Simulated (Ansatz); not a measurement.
Molecule (SMILES): F[C]Cl (closed-shell singlet).
Atoms: F1, C2, Cl3. Bonds: F1-C2, C2-Cl3.

How fast the optimised C2-Cl3 bond length converges with the basis for several methods (Ansatz, a first-principles code): deviation from each method's own reference, in Å. References: B3LYP 1.7544 Å, the value in def2-QZVPPD; CCSD(T) 1.7440 Å, the value in def2-QZVPP; HF 1.7318 Å, the value in def2-QZVPPD; MP2 1.7270 Å, the value in def2-QZVPP; PBE 1.7626 Å, the value in def2-QZVPPD. Cartesian d functions, on some or all atoms, in 6-311+G**; all else is spherical. In correlated methods cores are frozen. A restricted Hartree-Fock determinant is unstable towards unrestricted orbitals. No added dispersion term, no relativity. The reference of a correlated method is not its basis-set limit, which lies further on.

| basis | functions | B3LYP | CCSD(T) | HF | MP2 | PBE |
|---|---|---|---|---|---|---|
| def2-SVP | 46 | 0.0071 | -0.0017 | -0.0043 | -0.0014 | 0.0124 |
| cc-pV(D+d)Z | 51 | 0.0182 | 0.0185 | 0.0043 | 0.0202 | 0.0197 |
| 6-311+G** | 75 | 0.0124 | 0.0017 | 0.0047 | 0.0006 | 0.0134 |
| cc-pV(T+d)Z | 99 | 0.0072 | 0.0079 | 0.0033 | 0.0082 | 0.0079 |
| def2-TZVPP | 104 | 0.0015 | 0.0027 | 0.0007 | 0.0023 | 0.0024 |
| jun-cc-pV(T+d)Z | 126 | 0.0015 | 0.0044 | 0.0015 | 0.0037 | 0.0015 |
| def2-TZVPPD | 128 | 0.0008 | 0.0027 | 0.0004 | 0.0019 | 0.0010 |
| def2-QZVPP | 184 | 0.0013 | 0.0000 | 0.0005 | 0.0000 | 0.0016 |

Mean absolute deviation over 6-311+G**, cc-pV(T+d)Z, def2-TZVPP, jun-cc-pV(T+d)Z, def2-TZVPPD: HF 0.0021, MP2 0.0033, CCSD(T) 0.0039, B3LYP 0.0047, PBE 0.0052 Å.
